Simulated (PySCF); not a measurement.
Compound: C5H9B.
SMILES with atom numbers: `[BH2:1][CH2:2][C:3](=[CH2:4])[CH:5]=[CH2:6]` (hydrogens: H7, H8 on B1; H9, H10 on C2; H11, H12 on C4; H13 on C5; H14, H15 on C6)

A PySCF run (density fitting, gas phase, GFN2-xTB geometry) gave HOMO -8.51 eV, LUMO 0.64 eV, dipole 0.49 D.

Question: Which of these levels was it?
A. KT2/6-311+G(2d,p)
B. PBE0/pcSseg-1
C. wB97X-D/6-31++G**
D. PBE0/def2-SVPD
E. B97-2/6-31G

Answer: C. It is wB97X-D/6-31++G**. All candidates on this geometry:

```tsv
level and settings	kind	basis functions	SCF cycles	E (Eh)	HOMO (eV)	LUMO (eV)	dipole (D)
KT2/6-311+G(2d,p), grid level 4	GGA	216	15	-224.8263	-5.82	-2.32	0.61
B97-2/6-31G, damping 0.2 at the start, DIIS from the seventh cycle	global hybrid	72	13	-220.5999	-6.31	-0.91	0.58
PBE0/pcSseg-1	global hybrid	147	13	-220.4160	-6.81	-1.25	0.52
PBE0/def2-SVPD	global hybrid	192	13	-220.2946	-6.84	-1.26	0.58
wB97X-D/6-31++G**, fitting basis def2-universal-jkfit	range-separated hybrid	162	10	-220.6644	-8.51	0.64	0.49
```

The nearest other candidate, by the summed differences of HOMO and LUMO, is PBE0/def2-SVPD: its HOMO differs by +1.67 eV and its LUMO by -1.90 eV. wB97X-D ran without the empirical dispersion term, which would shift the total energy alone. Cycle counts include a coarse-grid stage where the run had one. All basis functions are spherical, in the Pople sets too. KT2 was designed for NMR shieldings or shifts; total energies of different functionals aren't comparable.

The values belong to the conformer `[BH2:1][CH2:2][C:3](=[CH2:4])[CH:5]=[CH2:6]`: B1–C2–C3–C4 125°, C2–C3–C5–C6 10°.
